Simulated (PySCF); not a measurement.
**Pt²⁺: excitation energy**

Pt²⁺ [Xe] 4f14 5d8 (3F) → Pt²⁺ [Xe] 4f14 5d7 6p1 (high-spin determinant), as a difference of total energies. All numbers are calculated (PySCF 2.14, scalar relativity through the core potential, in aug-cc-pwCVDZ-PP with ECP60MDF). Correlated levels: valence: 5s2 5p6 frozen. The calculations carry no spin-orbit coupling.

| method | excitation energy (cm⁻¹) |
| --- | --- |
| UHF | 83994 |
| MP2 (valence) | 89917 |
| SCS-MP2 (valence) | 91978 |
| CCSD (valence) | 88756 |
| CCSD(T) (valence) | 88738 |

The determinant of the upper state mixes LS terms, which raises its energy above the lowest term, most at the Hartree-Fock and MP2 levels.
